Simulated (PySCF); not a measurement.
Species: C₄H₉BF₂.
InChI=1S/C4H9BF2/c1-4(2)3-5(6)7/h4H,3H2,1-2H3

Torsions of this conformer, `[CH3:1][CH:2]([CH3:3])[CH2:4][B:5]([F:6])[F:7]`: C1–C2–C4–B5 172°, C2–C4–B5–F6 -25°.

The closed-shell ground state was solved at several levels (PySCF, density fitting, gas phase, non-relativistic). The structure is a single GFN2-xTB conformer in the gas phase; no vibrational or solvent corrections.

```
         level  basis functions  HOMO (eV)  LUMO (eV)  gap (eV)  dipole (D)
PBE0/def2-SVPD              218      -9.25       0.20      9.45        1.87
 PBE0/pcSseg-1              164      -9.24       0.37      9.61        1.80
```

(1) Estimate the row for B3LYP/pcJ-1, a basis of 279 functions; the other rows only guide the guess.

(2) Over all these levels, which gives the widest orbital gap and which the narrowest?

(3) How far do the dipole and the HOMO energy spread over the levels?

## Answers

(1) HOMO -9.01 eV, LUMO 0.10 eV, gap 9.11 eV, dipole 1.78 D.

(2) PBE0/pcSseg-1 (global hybrid, 25 % exact exchange) has the widest, 9.61 eV, and B3LYP/pcJ-1 (global hybrid, 20 % exact exchange) the narrowest, 9.11 eV. Functional and basis both differ between the two, so the spread mixes both effects.

(3) The dipole runs from 1.78 to 1.87 D (mean 1.82 D) and the HOMO from -9.25 to -9.01 eV.
